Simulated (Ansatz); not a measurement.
Ansatz (a first-principles code) input (CCSD(T)/def2-QZVPPD):
A basis named .json is the Basis Set Exchange file of that set.

Ansatz 0.2 input:
```yaml
crystal:
  periodic: [false, false, false]
  atoms:
    - {symbol: Zn, position_ang: [-0.00000000, -0.00000000, -0.36065419]}
    - {symbol: O, position_ang: [0.00000000, 0.00000000, 1.35245321]}
basis:
  gaussian:
    orbitals: def2-QZVPPD.json
total_charge: 1
magnetization: {spin_polarized: true, initial_magnetization: 1}
correlation: {method: ccsd_t, electrons: outside_noble_gas}
```

Output:

```
Functional definition: HF
integrals: 0.78 GiB planned
1095 factors; integrals over basis functions are off by at most 1.3e-3 eV
mean field: 0.59 GiB planned
mean field evaluation 1: about -50396.6684 eV, gradient 5.1e1 eV
mean field evaluation 2: about -50396.6694 eV, gradient 5.1e1 eV
mean field evaluation 4: about -50405.5034 eV, gradient 6.4e0 eV
mean field evaluation 8: about -50405.6653 eV, gradient 2.4e-1 eV
mean field evaluation 16: about -50398.3636 eV, gradient 4.2e0 eV
mean field evaluation 32: about -50405.6653 eV, gradient 2.5e-1 eV
mean field evaluation 64: about -50404.9010 eV, gradient 9.2e0 eV
mean field evaluation 96: about -50403.9595 eV, gradient 9.3e0 eV
mean field evaluation 128: about -50404.5630 eV, gradient 1.9e-2 eV
mean field evaluation 160: about -50402.0086 eV, gradient 9.3e0 eV
mean field evaluation 192: about -50404.5630 eV, gradient 1.0e-2 eV
mean field evaluation 224: about -50405.6687 eV, gradient 3.6e-2 eV
mean field evaluation 256: about -50400.7458 eV, gradient 2.3e1 eV
mean field evaluation 288: about -50404.5617 eV, gradient 3.3e-2 eV
mean field evaluation 320: about -50405.6687 eV, gradient 5.1e-4 eV
mean field evaluation 352: about -50402.7841 eV, gradient 1.7e-1 eV
mean field evaluation 384: about -50405.6007 eV, gradient 4.1e0 eV
mean field evaluation 416: about -50403.0316 eV, gradient 2.8e1 eV
mean field evaluation 448: about -50405.6687 eV, gradient 6.7e-4 eV
mean field evaluation 480: about -50401.7779 eV, gradient 5.9e0 eV
mean field evaluation 512: about -50404.5630 eV, gradient 5.8e-3 eV
mean field evaluation 544: about -50402.7844 eV, gradient 1.0e-3 eV
mean field evaluation 576: about -50402.7715 eV, gradient 1.0e0 eV
mean field -50405.66874645 eV, -1852.3741602426 hartree, gradient 1.4e-6 eV, S^2 0.784706; 13 other end points of the search recorded, 0 dependent functions left out
determinant -50405.66874645 eV, -1852.3741602426 hartree, with singles and doubles -50423.90225393 eV, -1853.0442292833 hartree
determinant -50404.56298314 eV, -1852.3335241907 hartree, with singles and doubles -50421.49716349 eV, -1852.9558438401 hartree
determinant -50404.11153561 eV, -1852.3169337997 hartree, with singles and doubles -50422.18915723 eV, -1852.9812741407 hartree
determinant -50403.64289701 eV, -1852.2997116489 hartree, with singles and doubles -50420.76660385 eV, -1852.9289962685 hartree
determinant -50402.78443042 eV, -1852.2681635835 hartree, with singles and doubles -50419.86380085 eV, -1852.8958188702 hartree
10 core orbitals not correlated
reference -50405.66874645 eV, -1852.3741602426 hartree; 9, 8 occupied and 147, 148 virtual orbitals, 1095 factors
second order -19.07649968 eV of doubles, -0.00000000 eV of singles
coupled cluster: 1.70 GiB planned
cycle   1  -17.99737598 eV  change    -1.9e0 eV  update   2.9e-2
cycle   2  -18.05377148 eV  change   -5.6e-2 eV  update   8.3e-3
cycle   3  -18.05053709 eV  change    3.2e-3 eV  update   5.5e-3
cycle   4  -18.05217372 eV  change   -1.6e-3 eV  update   2.2e-3
cycle   5  -18.05312175 eV  change   -9.5e-4 eV  update   1.3e-3
cycle   6  -18.05426755 eV  change   -1.1e-3 eV  update   7.3e-4
cycle   7  -18.05459458 eV  change   -3.3e-4 eV  update   4.2e-4
cycle   8  -18.05460518 eV  change   -1.1e-5 eV  update   2.0e-4
cycle   9  -18.05458697 eV  change    1.8e-5 eV  update   9.1e-5
cycle  10  -18.05462486 eV  change   -3.8e-5 eV  update   3.2e-5
cycle  11  -18.05460285 eV  change    2.2e-5 eV  update   1.4e-5
cycle  12  -18.05460985 eV  change   -7.0e-6 eV  update   7.4e-6
perturbative correction -0.63925747 eV, -0.0234922787 hartree
Total energy: -50424.36261377 eV, -1853.0611471954 hartree
```

This state (charge 1, doublet) is run at the relaxed geometry of the species with charge 0 and multiplicity 1.
